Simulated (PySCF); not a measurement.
**Titanium: a sound run and one with changed settings**

Sound run: Ti [Ar] 3d2 4s2, Ti⁺ [Ar] 3d2 4s1. Computed with PySCF 2.14 in jorge-DZP-DKH (8s6p2d1f, 43 functions), with the spin-free X2C one-electron Hamiltonian (Gaussian nucleus). The sound run starts from symmetry-adapted Hartree-Fock orbitals and uses a fine grid where one is needed.

A second run was set up differently.

```json
{"species": "Ti", "method": "UHF", "sound run (hartree)": "-852.71654", "changed run (hartree)": "-852.57381", "converged": "no"}
{"species": "Ti", "method": "PBE", "sound run (hartree)": "-853.45693", "changed run (hartree)": "-853.34805", "converged": "no"}
{"species": "Ti", "method": "B3LYP", "sound run (hartree)": "-853.71495", "changed run (hartree)": "-853.59249", "converged": "no"}
{"species": "Ti⁺", "method": "UHF", "sound run (hartree)": "-852.51355", "changed run (hartree)": "-852.47735", "converged": "no"}
{"species": "Ti⁺", "method": "PBE", "sound run (hartree)": "-853.21353", "changed run (hartree)": "-853.18883", "converged": "no"}
{"species": "Ti⁺", "method": "B3LYP", "sound run (hartree)": "-853.46461", "changed run (hartree)": "-853.44213", "converged": "no"}
```

Question: What was changed?
A. a valence shell is frozen
B. angular grid far too coarse
C. minimal basis
D. too few SCF iterations

Answer: D. It used initial guess 1e, at most 5 SCF cycles. The SCF was stopped early; the energies are upper bounds that still move, and correlated levels were skipped or rest on poor orbitals.
